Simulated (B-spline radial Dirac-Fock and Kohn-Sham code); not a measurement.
# Dipole and non-dipole photoemission parameters of Nb 4d5/2

System: neutral niobium, 1s2 2s2 2p6 3s2 3p6 3d10 4s2 4p6 4d4 5s1; threshold 5.12 eV (orbital energy of the model). Calculated with an atomic code on a B-spline grid, using Dirac-Hartree-Slater photoionisation with a Latter tail; cross sections with all multipoles, angular parameters from the dipole term and its interference with E2.

Input of the calculation (task.json; shells as n, l, electrons):

```json
{"items": [{
  "Z": 41,
  "q": 0,
  "cfg": [[1, 0, 2], [2, 0, 2], [2, 1, 6], [3, 0, 2], [3, 1, 6], [3, 2, 10], [4, 0, 2], [4, 1, 6], [4, 2, 4], [5, 0, 1]],
  "A": 93,
  "rrms": 4.324,
  "do": "xps",
  "hv": [59.3, 67.8, 69.8, 70.8, 78.6, 81.9, 85.7, 94.6, 100, 145.0, 160.0, 190.0, 300, 324.0, 400, 417.0, 424.0, 650.0, 784.0, 1000, 1253.6, 1300.0, 3950.0, 4020.0, 5620.0, 6000, 6720.0, 8047.8, 11600.0, 15000],
  "edges": {"K": 18986.0, "L1": 2698.0, "L2": 2465.0, "L3": 2371.0, "M1": 466.6, "M2": 376.1, "M3": 360.6, "M4": 205.0, "M5": 202.3}
}]}
```

Command: `python xray2_run.py task.json out`

```tsv
hν (eV)	σ (kb)	β	γ	δ
59.3	340	1.830	0.049	0.008
67.8	127	1.995	0.124	0.000
69.8	?	?	?	?
70.8	91.3	1.910	0.170	-0.008
78.6	46.6	0.950	0.311	-0.040
81.9	40.5	0.313	0.346	-0.054
85.7	38.9	-0.309	0.344	-0.063
94.6	46.9	-0.798	0.248	-0.060
100	55.3	-0.710	0.190	-0.052
145	104	0.308	0.022	-0.018
160	107	0.476	0.006	-0.013
190	103	0.705	-0.011	-0.007
300	64.1	1.078	-0.016	0.007
324	56.8	1.118	-0.011	0.009
400	39.2	1.204	0.010	0.015
417	36.2	1.217	0.015	0.016
424	35.1	1.222	0.018	0.017
650	13.9	1.294	0.107	0.028
784	8.83	1.296	0.164	0.034
1000	4.69	1.276	0.254	0.043
1253.6	2.51	1.238	0.352	0.053
1300	2.26	1.230	0.369	0.055
3950	0.0614	0.869	0.955	0.169
4020	0.0576	0.862	0.964	0.172
5620	0.0169	0.737	1.129	0.239
6000	0.0132	0.713	1.160	0.254
6720	0.00857	0.673	1.212	0.283
8047.8	0.00426	0.610	1.291	0.333
11600	0.000986	0.491	1.422	0.458
15000	0.000342	0.413	1.486	0.566
```

Q: Give the values at 69.8 eV.

A: σ = 102 kb, β = 1.952, γ = 0.153, δ = -0.005.
